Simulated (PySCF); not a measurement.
## Ionisation energy of Pt⁵³⁺ by level of theory

Pt⁵³⁺ [Ar] 3d7 [3d3/2^4 3d5/2^3, M_J = 9/2] → Pt⁵⁴⁺ [Ar] 3d6 [3d3/2^4 3d5/2^2, M_J = 4], as a difference of total energies. All numbers are calculated (PySCF 2.14, the two-component X2C-1e Hamiltonian, in an even-tempered Gaussian basis (15 s from 15 bohr⁻², ratio 2.8; 13 p from 19 bohr⁻², ratio 2.8; 8 d from 19 bohr⁻², ratio 2.8; 3 f from 67 bohr⁻², ratio 3)). Correlated levels: [Ne] frozen; the 78 highest virtual spinors dropped. "Screened" scales the spin-orbit matrix elements by Boettger's factors to mimic the two-electron term; Breit and QED terms are absent.

```tsv
method	ionisation energy (eV)
GHF (spin-free)	5155.2
GMP2 (spin-free)	5156.1
GHF (screened spin-orbit)	5130.2
GMP2 (screened spin-orbit)	5130.4
```

Breit and QED terms and the two-electron picture change are absent.

The spin-free rows relax to the high-spin LS determinant and lack the spin-orbit shift.

The labels give the starting determinants; with spin-orbit coupling the two ends relaxed to ⟨J²⟩ = 24.75, ⟨L²⟩ = 16.15, ⟨S²⟩ = 2.52 and ⟨J²⟩ = 20.00, ⟨L²⟩ = 13.15, ⟨S²⟩ = 2.84.

For comparison: 5128 ± 5 eV (theoretical estimate listed by NIST; NIST Atomic Spectra Database, ionization energies).
